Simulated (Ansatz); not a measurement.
Basis sets compared for Mg₉S₉ (started as a model of: (MgS)9 cage of four- and six-membered rings). Total charge 0; singlet. Geometry PBE-D4/def2-SVP. Ansatz on 2 threads of AMD EPYC 7R13 on a shared host and a share (18 GiB) of an NVIDIA H100 80GB HBM3; times are rough, and most runs start from earlier orbitals.

```
atom    x (Å)    y (Å)    z (Å)
 Mg1   2.4420   2.0114  -0.5423
 Mg2  -0.2119   2.0147  -2.0274
 Mg3   0.3010   2.3667   1.5883
 Mg4   2.1225  -0.9841   1.6562
 Mg5   1.6095  -1.3362  -1.9598
 Mg6   0.5411  -3.1557   0.2305
 Mg7  -2.1669  -1.2066  -1.4364
 Mg8  -1.6540  -0.8546   2.1791
 Mg9  -2.9832   1.1442   0.3118
 S10   1.9027   0.9278  -2.6468
 S11   0.6160   3.6410  -0.4418
 S12   2.5328   1.3602   1.7948
 S13   2.8366  -2.3998  -0.1688
 S14  -0.4121  -2.7324  -1.9619
 S15   0.2180  -2.3000   2.4794
 S16  -2.4358   1.1562  -2.0535
 S17  -1.8057   1.5886   2.3880
 S18  -3.4526  -1.2412   0.6106
```

Single mean-field runs in def2-TZVP are fitted with def2-universal-jkfit. Another isomer (singlet) lies 0.34 eV lower at PBE0-D4/def2-TZVP; other spin states weren't run for this one.

Binding counts from free atoms (Mg singlet, S triplet) in the same basis, without a counterpoise term.

```tsv
level	functions	energy (Eh)	HOMO (eV)	LUMO (eV)	binding per atom (eV)	wall time
PBE-D4/def2-SVP	324	-5381.2800	-6.16	-2.80	3.37	4.1 s
PBE0-D4/def2-SVP	324	-5381.7684	-7.26	-2.19	3.36	4.6 s
```

(1) Estimate the rows for PBE-D4/def2-TZVP (with forces), PBE0-D4/def2-TZVP.

## Answers

(1) 
| level | functions | energy (Eh) | HOMO (eV) | LUMO (eV) | binding per atom (eV) | wall time |
| --- | --- | --- | --- | --- | --- | --- |
| PBE-D4/def2-TZVP (with forces) | 621 | -5383.1331 | -6.05 | -2.72 | 3.33 | 6 s |
| PBE0-D4/def2-TZVP | 621 | -5383.6081 | -7.13 | -2.09 | 3.32 | 6.5 s |
